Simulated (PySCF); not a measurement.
Question: Give a PBE0-D3(BJ)/def2-SVP geometry of `[BH3-][N+](C)(C)CCN`.

Answer: 
```xyz
22
C4H15BN2 angstrom
B     -2.014   -1.021    0.528
N     -0.747   -0.053    0.141
C     -0.902    0.391   -1.253
C     -0.768    1.121    1.036
C      0.490   -0.860    0.322
C      1.771   -0.359   -0.324
N      2.183    0.955    0.128
H     -2.010   -1.926   -0.301
H     -3.013   -0.313    0.459
H     -1.794   -1.421    1.667
H     -0.135    1.135   -1.516
H     -1.901    0.829   -1.362
H     -0.835   -0.480   -1.917
H     -1.723    1.642    0.896
H     -0.725    0.766    2.074
H      0.081    1.782    0.816
H      0.618   -0.989    1.407
H      0.261   -1.857   -0.082
H      2.521   -1.160   -0.149
H      1.638   -0.320   -1.417
H      3.010    1.267   -0.375
H      2.435    0.933    1.115
```

Any rigid rotation of these coordinates is as good. Atoms count from 1 in this order. N2 (nitrogen bonded to B and 3 C) is tetrahedral (angles from 107.1° to 111.7°). N7 (primary amine nitrogen) is pyramidal (angles 110.8°, 110.7° and 106.5°, sum 328.0°, 0.38 Å off the plane of its three neighbours). Of the pairs four or more bonds apart, N7···H16 is among the closest relative to their van der Waals radii: 2.36 Å, 86 % of the sum of Bondi's values. B1 (four-coordinate boron) is distorted tetrahedral (angles from 105.8° to 113.0°).

Bonds between heavy atoms (Å): B1–N2 1.641, N2–C3 1.471, N2–C4 1.477, N2–C5 1.488, C5–C6 1.520, C6–N7 1.449.

Computed, not measured: PBE0-D3(BJ)/def2-SVP geometry optimisation, gas phase (PySCF 2.14.0).

Point group: C1 (no symmetry element, even within 0.4 Å). Stationary, but not proved a minimum. One conformer, not necessarily the lowest (B1–N2–C5–C6 163°, N2–C5–C6–N7 60°, C5–C6–N7–H -176° and 66°).
